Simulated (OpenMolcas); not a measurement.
Computed levels of 4d⁵ in ions with 41 electrons, in cm-1 above ⁶S_5/2.

| Property | Result |
| --- | --- |
| Program | OpenMolcas 26.06 |
| Method | CASSCF |
| Basis | ANO-RCC-VTZP |
| Scalar Hamiltonian | DKH2, point nucleus |
| Spin-orbit coupling | state interaction with AMFI integrals over the reference wave functions, term energies averaged over their components |

Active space for each ion: 5 electrons in 5 orbitals (4d).

| Level | Tc2+ | Rh4+ | Pd5+ | Ag6+ |
| --- | --- | --- | --- | --- |
| ⁴G_5/2 | 24514 | 30201 | 32342 | 34994 |
| ⁴G_7/2 | 24636 | 30515 | 32856 | 35707 |
| ⁴G_11/2 | 24669 | 30601 | 32994 | 35895 |
| ⁴G_9/2 | 24708 | 30700 | 33149 | 36103 |
| ⁴P_5/2 | 27906 | 33916 | 36010 | 38805 |
| ⁴P_3/2 | 28201 | 34535 | 36864 | 39852 |
| ⁴P_1/2 | 28592 | 35360 | 38002 | 41280 |
| ⁴D_7/2 | 30357 | 37500 | 40372 | 43847 |
| ⁴D_1/2 | 30766 | 38468 | 41790 | 45685 |

Estimate ⁴G_5/2, ⁴G_7/2 for Ru3+ from its neighbours Tc2+ and Rh4+.

⁴G_5/2 is another term, which grows about linearly with the charge: (24514 + 30201) / 2 = 27358. The calculation gives 27570, so the estimate is off by -0.8 %.
⁴G_7/2 is another term, which grows about linearly with the charge: (24636 + 30515) / 2 = 27576. The calculation gives 27769, so the estimate is off by -0.7 %.

Mixed levels, with the weight of the term that names them: Tc2+ ⁴P_5/2 (74 %), Ru3+ ⁴P_5/2 (69 %), Ru3+ ⁴P_3/2 (73 %), Rh4+ ⁴P_5/2 (64 %), Rh4+ ⁴P_3/2 (68 %), Pd5+ ⁴P_5/2 (59 %), Pd5+ ⁴P_3/2 (65 %), Ag6+ ⁴P_5/2 (56 %), Ag6+ ⁴P_3/2 (62 %).

Without dynamic correlation excited terms often stand tens of per cent too high (terms of higher spin than the ground term too low), and those without a measured partner can miss by more than the paired ones. Terms from blocks run as CI alone lack orbitals of their own. Levels of configurations with an s electron are missing; early in the row they begin among the upper levels of the d shell and mix with terms of their name (holds for Tc2+). Only configurations of the active space appear.
